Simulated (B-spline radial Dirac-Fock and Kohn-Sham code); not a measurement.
**The M5 (3d5/2) hole of barium ions: width and yield against charge**

Calculated with an atomic code on a B-spline grid, using a relativistic independent-particle model: LDA orbitals of the hole state, radiative multipoles to third order, Auger rates from the Coulomb interaction with a continuum orbital, Dirac-Fock energies. Tabulated ground configurations, configuration averages; single configurations, so decays that open only by mixing (as 1s 2s² with 1s 2p² in Be-like ions) are missing and such tiny yields are far too low.

```tsv
ion	configuration	radiative (eV)	non-radiative (eV)	yield
Ba	[Xe] 6s2	0.000331	0.718	0.000460
Ba⁺	[Xe] 6s1	0.000331	0.719	0.000461
Ba²⁺	[Kr] 4d10 5s2 5p6	0.000332	0.719	0.000462
Ba³⁺	[Kr] 4d10 5s2 5p5	0.000328	0.719	0.000457
Ba⁴⁺	[Kr] 4d10 5s2 5p4	0.000324	0.719	0.000450
Ba⁵⁺	[Kr] 4d10 5s2 5p3	0.000318	0.719	0.000442
Ba⁶⁺	[Kr] 4d10 5s2 5p2	0.000311	0.719	0.000433
Ba⁷⁺	[Kr] 4d10 5s2 5p1	0.000303	0.718	0.000422
```
